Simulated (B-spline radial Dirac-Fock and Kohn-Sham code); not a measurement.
# What relativity does to the binding energies of Re²⁵⁺

System: the Re²⁵⁺ ion, configuration [Kr] 4d10 4f4.

Both columns are ΔSCF binding energies of the configuration average from a radial B-spline solver: non-relativistic Hartree-Fock with a point nucleus, and Dirac-Fock with a finite nucleus and the Coulomb interaction alone, averaged over the two j levels with weights 2j+1.

```
shell  Hartree-Fock (eV)  Dirac-Fock (eV)  shift (eV)  shift (%)
   1s            66842.4          72855.7    +6013.33      +9.00
   2s            11804.7          13402.2    +1597.43     +13.53
   2p            11332.6          11865.4     +532.85      +4.70
   3s             3372.2           3770.5     +398.22     +11.81
   3p             3153.5           3303.4     +149.81      +4.75
   3d             2750.8           2734.0      -16.85      -0.61
   4s             1277.6           1390.3     +112.78      +8.83
   4p             1181.5           1224.8      +43.25      +3.66
   4d             1006.1           1004.7       -1.41      -0.14
   4f              793.6            783.0      -10.57      -1.33
```

Relativity binds 1s, 2s, 2p, 3s, 3p, 4s, 4p more strongly, among those listed most of all 2s in relative terms, and 3d, 4d, 4f more weakly, because the contracted s and p shells screen the nucleus better.

Values without a named source are computed, but for edge energies of neutral atoms, which are taken from tables.
